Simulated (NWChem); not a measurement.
**Correlation energy of Mg**

```
Mg
```
Charge 0, spin multiplicity 1.

Everything below was run with NWChem.

Basis set: STO-3G. Each correlation energy counts from its own Hartree-Fock reference.

| method | correlation energy (mHa) |
|---|---|
| CCSD | -36.2 |
| CR-CCSD(T) | -36.2 |
| MP2 | -20.5 |
| CCSDT | -36.2 |
| SCS-MP2 | -24.6 |
| CR-CCSD[T] | -36.2 |

The values span 15.7 mHa, from CCSD (lowest) to MP2 (highest). 

The correlated methods keep 5 core orbitals frozen. Coupled-cluster values serve here as a point of comparison, not as the truth.
